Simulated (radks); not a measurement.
Values are calculated unless marked as measured or tabulated.
Question: Ionisation of Al, [Ne] 3s2 3p1, to Al+, [Ne] 3s2, under several functionals. Dirac Kohn-Sham, spin-unpolarised, spherical densities, finite nucleus; open shells fill j = l - 1/2 first; a radial shooting solver on a logarithmic mesh with Libxc functionals. Known Delta-SCF values: SOGGA 5.677 eV; exchange-only PBE 5.122 eV; revPBE 5.759 eV. What does BP86 give, and what is its highest occupied eigenvalue?

Answer: 5.871 eV by Delta-SCF; the 3p1/2 eigenvalue is -2.817 eV. NIST: 5.986 eV (measured).

Beside tabulated values, note that spin-unpolarised runs miss the spin-polarisation part of the exchange energy of open shells.
